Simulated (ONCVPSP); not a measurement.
# What the settings do to the ONCV potential of argon (Ar)

Base potential:

ONCVPSP 4.0.1 input, shortened (lines: element, Z, core and valence counts, functional; n l f; lmax; l rc ep ncon nbas qcut; lloc lpopt rc5 dvloc0; l nproj debl; icmod fcfact rcfact), PBE, scalar-relativistic:

```
  Ar 18.00    3    2        4      upf
    1    0    2.00
    2    0    2.00
    2    1    6.00
    3    0    2.00
    3    1    4.00
    2
    0    1.25    0.00    4    7    6.20
    1    1.00    0.00    4    9    9.90
    2    1.25    0.04    5    9    7.50
    4    5    0.75    1.00
    0    2    3.40
    1    2    1.70
    2    2    2.50
    3    3.50    1.30
```

In the d channel the program set the typed energies aside and used 0.050, 2.550 Ha.

Cutoffs, loose and tight: the cutoffs (Ha) at which the residual kinetic energy of the hardest occupied pseudo-wave falls to 1 and 0.1 mHa per electron. They do not see the model core or the augmentation charge, which bear on the density cutoff. Test errors are all-electron minus pseudo excitation energies from the reference, over the configurations 3s2 3p6; 3s2 3p5; 3s2 3p3; 3s2 3p5.5. A dash means not determined; rows that change the core or the reference have their own tests.

A true bound ghost makes a file unfit for plane-wave use even where its test errors are small: the radial tests pick states by their node count and pass the ghost by.

```csv
change,outcome,"cutoff, loose","cutoff, tight",bound ghosts,GHOST(+) flags above zero,largest test error (meV)
base,"generated, projector energies reset by the program",40 Ha,168 Ha,p,s,+8.7
"all radii but the core radius scaled by about 0.77 (s 0.96, p 0.78, d 0.96 bohr); local potential polynomial inside 0.58 bohr (lpopt 5, dvloc0 1 Ha)",generated,436 Ha,571 Ha,"s, p","s, p, d",+4.2
"all radii but the core radius scaled by about 0.93 (s 1.16, p 0.92, d 1.16 bohr); local potential polynomial inside 0.70 bohr (lpopt 5, dvloc0 1 Ha)","generated, projector energies reset by the program",113 Ha,314 Ha,p,s,+7.2
"all radii but the core radius scaled by about 1.12 (s 1.40, p 1.12, d 1.40 bohr); local potential polynomial inside 0.84 bohr (lpopt 5, dvloc0 1 Ha)","generated, projector energies reset by the program",18 Ha,49 Ha,none,s,+17
"all radii but the core radius scaled by about 1.20 (s 1.50, p 1.20, d 1.50 bohr); local potential polynomial inside 0.90 bohr (lpopt 5, dvloc0 1 Ha)","generated, projector energies reset by the program",20 Ha,30 Ha,none,s,+19
```

Q: What comes out with this change to the base: all radii but the core radius scaled by about 1.28 (s 1.60, p 1.28, d 1.60 bohr); local potential polynomial inside 0.96 bohr (lpopt 5, dvloc0 1 Ha)?

A: outcome: generated, projector energies reset by the program; cutoff, loose: 22 Ha; cutoff, tight: 30 Ha; bound ghosts: none; GHOST(+) flags above zero: s; largest test error (meV): +21.

Reading the sweep of the scale of all radii but the core radius (base = 1) (base included, trends over the rows without a ghost): Bound ghosts are found at 0.77, 0.93, 1.
